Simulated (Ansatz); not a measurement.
(ZnTe)6 ring (Zn6Te6). Charge 0, multiplicity 1. Geometry PBE-D4/def2-SVP, basis def2-TZVP, Ansatz.

```
run  HOMO (eV)  LUMO (eV)
  A      -6.37      -2.15
  B      -6.61      -2.04
  C      -5.81      -2.55
  D      -5.65      -2.62
  E      -5.92      -2.54
```

In the def2 sets Te takes a core potential; there is no spin–orbit coupling. B3LYP takes the VWN-RPA correlation. Single mean-field runs in def2-TZVP are fitted with def2-universal-jkfit.

Task: The runs used B3LYP, B97M-V, PBE, PBE0, r2SCAN. Estimate which is which.

Result: A B3LYP (20 % exact exchange); B PBE0 (25 % exact exchange); C B97M-V (0 % exact exchange); D PBE (0 % exact exchange); E r2SCAN (0 % exact exchange). Exact exchange lowers occupied and raises empty levels; among semilocal functionals meta-GGAs tend to open the gap a little, and such runs are hard to tell apart. The gap grows from 3.03 eV (PBE) to 4.58 eV (PBE0).
